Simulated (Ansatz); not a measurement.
KGeH₄ (charge +1), closed shell: a trajectory.

Input (in.yaml):

```yaml
crystal:
  periodic: [false, false, false]
  atoms:
    - {symbol: K, position_ang: [0.280772, -0.140565, -3.640309]}
    - {symbol: Ge, position_ang: [-0.060080, 0.029983, 0.780431]}
    - {symbol: H, position_ang: [0.821893, -1.096545, 1.317402]}
    - {symbol: H, position_ang: [-1.537617, -0.187928, 1.104114]}
    - {symbol: H, position_ang: [0.062743, -0.014873, -0.775964]}
    - {symbol: H, position_ang: [0.432190, 1.409927, 1.214326]}
basis:
  gaussian: {orbitals: def2-SVP}
total_charge: 1
hamiltonian: {xc: pbe0, dispersion: d4}
md: {n_steps: 60, timestep: 0.5, temperature: 1000, ensemble: nve, seed: 497, initial_velocities: maxwell_boltzmann}
```

Command:

```bash
ansatz run in.yaml --threads 2 --pin off --events-out ev --progress --plain --max-ram 5222MiB
```

What Ansatz 0.2.0 printed:

```
Functional definition: PBE0
  name "PBE0"
  cite "Adamo & Barone, J. Chem. Phys. 110, 6158 (1999) doi:10.1063/1.478522"
  cite "Perdew, Burke & Ernzerhof, Phys. Rev. Lett. 77, 3865 (1996) doi:10.1103/PhysRevLett.77.3865"
  parent pbe
  parameter a = 0.25
  parameter kappa = 0.804
  parameter beta = 0.06672455060314922
  exchange = (1 - a)*pbe_x(kappa = kappa, mu = beta*pi^2/3) + a*exact_x
  correlation = pbe_c(beta = beta)
821 factors; integrals over basis functions are off by at most 3.6e-4 eV
mean field evaluation 1: about -72880.9264 eV, gradient 1.5e1 eV
mean field evaluation 2: about -72881.7760 eV, gradient 8.7e0 eV
mean field evaluation 4: about -72882.0052 eV, gradient 2.4e-1 eV
mean field evaluation 8: about -72882.0085 eV, gradient 3.6e-3 eV
mean field -72882.00854722 eV, -2678.3644129107 hartree, gradient 1.3e-5 eV, S^2 0.000000; 0 other end points of the search recorded, 0 dependent functions left out
the calculation of the forces begins
reference -72882.00858292 eV, -2678.3644142227 hartree; 27, 27 occupied and 49, 49 virtual orbitals, 821 factors
md step     0: t =     0.00 fs  T =  1000.0 K  F+E_penalty+E_count = -72882.10411570 eV  E_kin = 0.517040 eV  conserved = -72881.58707570 eV  (21 SCF iters)
md step     1: t =     0.50 fs  T =   978.9 K  F+E_penalty+E_count = -72882.09317917 eV  E_kin = 0.506117 eV  conserved = -72881.58706267 eV  (22 SCF iters, 9 dispersion substeps)
md step     2: t =     1.00 fs  T =   924.6 K  F+E_penalty+E_count = -72882.06487813 eV  E_kin = 0.478056 eV  conserved = -72881.58682243 eV  (22 SCF iters, 9 dispersion substeps)
md step     3: t =     1.50 fs  T =   845.3 K  F+E_penalty+E_count = -72882.02342167 eV  E_kin = 0.437061 eV  conserved = -72881.58636061 eV  (22 SCF iters, 9 dispersion substeps)
md step     4: t =     2.00 fs  T =   755.4 K  F+E_penalty+E_count = -72881.97635881 eV  E_kin = 0.390596 eV  conserved = -72881.58576261 eV  (23 SCF iters, 9 dispersion substeps)
md step     5: t =     2.50 fs  T =   673.1 K  F+E_penalty+E_count = -72881.93318569 eV  E_kin = 0.347995 eV  conserved = -72881.58519019 eV  (23 SCF iters, 9 dispersion substeps)
md step     6: t =     3.00 fs  T =   615.1 K  F+E_penalty+E_count = -72881.90285553 eV  E_kin = 0.318027 eV  conserved = -72881.58482835 eV  (22 SCF iters, 9 dispersion substeps)
md step     7: t =     3.50 fs  T =   592.2 K  F+E_penalty+E_count = -72881.89099927 eV  E_kin = 0.306199 eV  conserved = -72881.58480009 eV  (23 SCF iters, 9 dispersion substeps)
md step     8: t =     4.00 fs  T =   605.3 K  F+E_penalty+E_count = -72881.89808805 eV  E_kin = 0.312984 eV  conserved = -72881.58510370 eV  (22 SCF iters, 9 dispersion substeps)
md step     9: t =     4.50 fs  T =   645.7 K  F+E_penalty+E_count = -72881.91944546 eV  E_kin = 0.333829 eV  conserved = -72881.58561635 eV  (22 SCF iters, 9 dispersion substeps)
md step    10: t =     5.00 fs  T =   698.0 K  F+E_penalty+E_count = -72881.94706119 eV  E_kin = 0.360901 eV  conserved = -72881.58616064 eV  (22 SCF iters, 9 dispersion substeps)
md step    11: t =     5.50 fs  T =   745.9 K  F+E_penalty+E_count = -72881.97225370 eV  E_kin = 0.385668 eV  conserved = -72881.58658532 eV  (23 SCF iters, 9 dispersion substeps)
md step    12: t =     6.00 fs  T =   776.0 K  F+E_penalty+E_count = -72881.98800911 eV  E_kin = 0.401198 eV  conserved = -72881.58681150 eV  (23 SCF iters, 9 dispersion substeps)
md step    13: t =     6.50 fs  T =   780.3 K  F+E_penalty+E_count = -72881.99028455 eV  E_kin = 0.403452 eV  conserved = -72881.58683303 eV  (22 SCF iters, 9 dispersion substeps)
md step    14: t =     7.00 fs  T =   757.2 K  F+E_penalty+E_count = -72881.97821465 eV  E_kin = 0.391523 eV  conserved = -72881.58669176 eV  (23 SCF iters, 9 dispersion substeps)
md step    15: t =     7.50 fs  T =   710.0 K  F+E_penalty+E_count = -72881.95356340 eV  E_kin = 0.367116 eV  conserved = -72881.58644708 eV  (22 SCF iters, 9 dispersion substeps)
md step    16: t =     8.00 fs  T =   645.4 K  F+E_penalty+E_count = -72881.91985371 eV  E_kin = 0.333697 eV  conserved = -72881.58615688 eV  (23 SCF iters, 9 dispersion substeps)
md step    17: t =     8.50 fs  T =   571.8 K  F+E_penalty+E_count = -72881.88148263 eV  E_kin = 0.295618 eV  conserved = -72881.58586415 eV  (23 SCF iters, 9 dispersion substeps)
md step    18: t =     9.00 fs  T =   497.8 K  F+E_penalty+E_count = -72881.84299847 eV  E_kin = 0.257399 eV  conserved = -72881.58559979 eV  (22 SCF iters, 9 dispersion substeps)
md step    19: t =     9.50 fs  T =   431.7 K  F+E_penalty+E_count = -72881.80857611 eV  E_kin = 0.223194 eV  conserved = -72881.58538253 eV  (23 SCF iters, 9 dispersion substeps)
md step    20: t =    10.00 fs  T =   380.0 K  F+E_penalty+E_count = -72881.78168750 eV  E_kin = 0.196465 eV  conserved = -72881.58522224 eV  (23 SCF iters, 9 dispersion substeps)
md step    21: t =    10.50 fs  T =   347.7 K  F+E_penalty+E_count = -72881.76491896 eV  E_kin = 0.179797 eV  conserved = -72881.58512178 eV  (21 SCF iters, 9 dispersion substeps)
md step    22: t =    11.00 fs  T =   338.1 K  F+E_penalty+E_count = -72881.75989032 eV  E_kin = 0.174807 eV  conserved = -72881.58508354 eV  (21 SCF iters, 9 dispersion substeps)
md step    23: t =    11.50 fs  T =   352.2 K  F+E_penalty+E_count = -72881.76721870 eV  E_kin = 0.182110 eV  conserved = -72881.58510824 eV  (20 SCF iters, 9 dispersion substeps)
md step    24: t =    12.00 fs  T =   389.4 K  F+E_penalty+E_count = -72881.78650628 eV  E_kin = 0.201310 eV  conserved = -72881.58519619 eV  (19 SCF iters, 9 dispersion substeps)
md step    25: t =    12.50 fs  T =   446.8 K  F+E_penalty+E_count = -72881.81633493 eV  E_kin = 0.230988 eV  conserved = -72881.58534706 eV  (20 SCF iters, 9 dispersion substeps)
md step    26: t =    13.00 fs  T =   519.7 K  F+E_penalty+E_count = -72881.85427592 eV  E_kin = 0.268718 eV  conserved = -72881.58555801 eV  (22 SCF iters, 9 dispersion substeps)
md step    27: t =    13.50 fs  T =   601.7 K  F+E_penalty+E_count = -72881.89694364 eV  E_kin = 0.311123 eV  conserved = -72881.58582057 eV  (23 SCF iters, 9 dispersion substeps)
md step    28: t =    14.00 fs  T =   684.7 K  F+E_penalty+E_count = -72881.94014503 eV  E_kin = 0.354025 eV  conserved = -72881.58611987 eV  (22 SCF iters, 9 dispersion substeps)
md step    29: t =    14.50 fs  T =   759.6 K  F+E_penalty+E_count = -72881.97917209 eV  E_kin = 0.392748 eV  conserved = -72881.58642410 eV  (22 SCF iters, 9 dispersion substeps)
md step    30: t =    15.00 fs  T =   817.4 K  F+E_penalty+E_count = -72882.00932036 eV  E_kin = 0.422630 eV  conserved = -72881.58668996 eV  (22 SCF iters, 9 dispersion substeps)
md step    31: t =    15.50 fs  T =   850.6 K  F+E_penalty+E_count = -72882.02662832 eV  E_kin = 0.439771 eV  conserved = -72881.58685738 eV  (22 SCF iters, 9 dispersion substeps)
md step    32: t =    16.00 fs  T =   854.8 K  F+E_penalty+E_count = -72882.02880926 eV  E_kin = 0.441946 eV  conserved = -72881.58686316 eV  (22 SCF iters, 9 dispersion substeps)
md step    33: t =    16.50 fs  T =   830.7 K  F+E_penalty+E_count = -72882.01618557 eV  E_kin = 0.429523 eV  conserved = -72881.58666238 eV  (22 SCF iters, 9 dispersion substeps)
md step    34: t =    17.00 fs  T =   785.3 K  F+E_penalty+E_count = -72881.99229354 eV  E_kin = 0.406034 eV  conserved = -72881.58625923 eV  (23 SCF iters, 9 dispersion substeps)
md step    35: t =    17.50 fs  T =   731.1 K  F+E_penalty+E_count = -72881.96371597 eV  E_kin = 0.377985 eV  conserved = -72881.58573118 eV  (22 SCF iters, 9 dispersion substeps)
md step    36: t =    18.00 fs  T =   683.9 K  F+E_penalty+E_count = -72881.93881373 eV  E_kin = 0.353588 eV  conserved = -72881.58522604 eV  (22 SCF iters, 9 dispersion substeps)
md step    37: t =    18.50 fs  T =   658.6 K  F+E_penalty+E_count = -72881.92545273 eV  E_kin = 0.340538 eV  conserved = -72881.58491430 eV  (22 SCF iters, 9 dispersion substeps)
md step    38: t =    19.00 fs  T =   664.4 K  F+E_penalty+E_count = -72881.92845015 eV  E_kin = 0.343538 eV  conserved = -72881.58491171 eV  (23 SCF iters, 9 dispersion substeps)
md step    39: t =    19.50 fs  T =   701.4 K  F+E_penalty+E_count = -72881.94786336 eV  E_kin = 0.362644 eV  conserved = -72881.58521904 eV  (22 SCF iters, 9 dispersion substeps)
md step    40: t =    20.00 fs  T =   760.6 K  F+E_penalty+E_count = -72881.97898045 eV  E_kin = 0.393257 eV  conserved = -72881.58572325 eV  (23 SCF iters, 9 dispersion substeps)
md step    41: t =    20.50 fs  T =   827.3 K  F+E_penalty+E_count = -72882.01399895 eV  E_kin = 0.427742 eV  conserved = -72881.58625652 eV  (23 SCF iters, 9 dispersion substeps)
md step    42: t =    21.00 fs  T =   885.5 K  F+E_penalty+E_count = -72882.04453282 eV  E_kin = 0.457859 eV  conserved = -72881.58667393 eV  (23 SCF iters, 9 dispersion substeps)
md step    43: t =    21.50 fs  T =   922.4 K  F+E_penalty+E_count = -72882.06383829 eV  E_kin = 0.476940 eV  conserved = -72881.58689808 eV  (22 SCF iters, 9 dispersion substeps)
md step    44: t =    22.00 fs  T =   930.6 K  F+E_penalty+E_count = -72882.06806489 eV  E_kin = 0.481143 eV  conserved = -72881.58692196 eV  (22 SCF iters, 9 dispersion substeps)
md step    45: t =    22.50 fs  T =   908.4 K  F+E_penalty+E_count = -72882.05644752 eV  E_kin = 0.469662 eV  conserved = -72881.58678572 eV  (23 SCF iters, 9 dispersion substeps)
md step    46: t =    23.00 fs  T =   859.2 K  F+E_penalty+E_count = -72882.03076569 eV  E_kin = 0.444219 eV  conserved = -72881.58654632 eV  (22 SCF iters, 9 dispersion substeps)
md step    47: t =    23.50 fs  T =   789.6 K  F+E_penalty+E_count = -72881.99449775 eV  E_kin = 0.408237 eV  conserved = -72881.58626041 eV  (22 SCF iters, 9 dispersion substeps)
md step    48: t =    24.00 fs  T =   707.9 K  F+E_penalty+E_count = -72881.95196808 eV  E_kin = 0.365999 eV  conserved = -72881.58596935 eV  (23 SCF iters, 9 dispersion substeps)
md step    49: t =    24.50 fs  T =   622.7 K  F+E_penalty+E_count = -72881.90766595 eV  E_kin = 0.321962 eV  conserved = -72881.58570377 eV  (22 SCF iters, 9 dispersion substeps)
md step    50: t =    25.00 fs  T =   542.1 K  F+E_penalty+E_count = -72881.86575496 eV  E_kin = 0.280275 eV  conserved = -72881.58548019 eV  (23 SCF iters, 9 dispersion substeps)
md step    51: t =    25.50 fs  T =   472.8 K  F+E_penalty+E_count = -72881.82977170 eV  E_kin = 0.244463 eV  conserved = -72881.58530828 eV  (23 SCF iters, 9 dispersion substeps)
md step    52: t =    26.00 fs  T =   420.2 K  F+E_penalty+E_count = -72881.80245116 eV  E_kin = 0.217259 eV  conserved = -72881.58519254 eV  (21 SCF iters, 9 dispersion substeps)
md step    53: t =    26.50 fs  T =   387.8 K  F+E_penalty+E_count = -72881.78563939 eV  E_kin = 0.200504 eV  conserved = -72881.58513491 eV  (20 SCF iters, 9 dispersion substeps)
md step    54: t =    27.00 fs  T =   377.4 K  F+E_penalty+E_count = -72881.78025281 eV  E_kin = 0.195116 eV  conserved = -72881.58513665 eV  (20 SCF iters, 9 dispersion substeps)
md step    55: t =    27.50 fs  T =   388.9 K  F+E_penalty+E_count = -72881.78625648 eV  E_kin = 0.201057 eV  conserved = -72881.58519903 eV  (20 SCF iters, 9 dispersion substeps)
md step    56: t =    28.00 fs  T =   420.3 K  F+E_penalty+E_count = -72881.80264830 eV  E_kin = 0.217326 eV  conserved = -72881.58532224 eV  (20 SCF iters, 9 dispersion substeps)
md step    57: t =    28.50 fs  T =   468.0 K  F+E_penalty+E_count = -72881.82745807 eV  E_kin = 0.241952 eV  conserved = -72881.58550560 eV  (23 SCF iters, 9 dispersion substeps)
md step    58: t =    29.00 fs  T =   526.1 K  F+E_penalty+E_count = -72881.85778055 eV  E_kin = 0.272037 eV  conserved = -72881.58574403 eV  (22 SCF iters, 9 dispersion substeps)
md step    59: t =    29.50 fs  T =   587.7 K  F+E_penalty+E_count = -72881.88988513 eV  E_kin = 0.303861 eV  conserved = -72881.58602413 eV  (22 SCF iters, 9 dispersion substeps)
md step    60: t =    30.00 fs  T =   644.3 K  F+E_penalty+E_count = -72881.91945403 eV  E_kin = 0.333134 eV  conserved = -72881.58632021 eV  (23 SCF iters, 9 dispersion substeps)
Total energy: -72881.91949117 eV, -2678.3611401610 hartree
Atom 0 at     0.257865    -0.154587    -3.542779 Å, force     0.012240     0.058240     0.142734 eV/Å
Atom 1 at    -0.049423     0.030450     0.732961 Å, force    -0.336726     1.310366    -1.210665 eV/Å
Atom 2 at     0.805741    -1.200615     0.967331 Å, force    -0.179960    -0.302532     0.169840 eV/Å
Atom 3 at    -1.564829    -0.088202     0.278865 Å, force     0.780456    -0.381886     0.228769 eV/Å
Atom 4 at     0.664466     0.769867    -0.528590 Å, force    -0.380867    -0.517146     0.402260 eV/Å
Atom 5 at    -0.005518     1.139773     1.779636 Å, force     0.104857    -0.167042     0.267062 eV/Å
Dipole moment:     0.145066    -0.231522    -2.398416 e Å

[the SCF lines of later steps are left out]
```

The lines “mean field evaluation” count trial sets of orbitals through the whole run, from several starts and some on an approximate energy, so they need not fall steadily or lie above the final value.

Hardware: 2 CPU threads of an Arm Neoverse V1, shared host. Wall time about 92 s.
